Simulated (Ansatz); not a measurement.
# Strength of the Sn–H bond: GeH3(SnH3) → GeH3(SnH2) + H

Species: GeH3(SnH3), singlet; GeH3(SnH2), doublet; H atom, doublet. 

Shapes, held fixed at every level: PBE0-D4/def2-TZVP. Programs: Ansatz 0.2.0. The zero-point and thermal change to 298 K, harmonic and unscaled (PBE0-D4/def2-TZVP), is -15.4 kJ/mol.

| level | kind | ΔH(298 K) (kJ/mol) | less CCSD(T)/def2-TZVPP | CPU time (sum over the molecules) |
| --- | --- | --- | --- | --- |
| SPW92/def2-TZVPP | LDA | +335.2 | +23.6 | 5.6 s |
| r2SCAN-D4/def2-TZVPP | meta-GGA | +298.4 | -13.2 | 22 s |
| B3LYP-D4/def2-TZVPP | global hybrid | +305.7 | -5.9 | 19 s |
| BHLYP-D4/def2-TZVPP | global hybrid | +306.1 | -5.5 | 15 s |
| r2SCAN0-D4/def2-TZVPP | global hybrid | +299.0 | -12.6 | 24 s |
| CCSD(T)/def2-SVP | coupled cluster or CI | +295.5 | -16.1 | 30 s |
| CCSD(T)/def2-TZVPP | coupled cluster or CI | +311.6 | 0.0 | 2 min |

The highest level, CCSD(T)/def2-TZVPP, gives ΔH(298 K) = +311.6 kJ/mol; the levels span +295.5 to +335.2. The column of differences is taken from that level and isn't an error. No measured value is set beside it here. Open shells run unrestricted unless RO is named. For atoms past krypton def2 sets carry core potentials with scalar relativity. Relativity is left out for Ge unless named. Correlated rows may include outer-core shells of Ge, Sn, which these sets cover unevenly. Times are processor times on shared x86 and Arm servers, and rough.
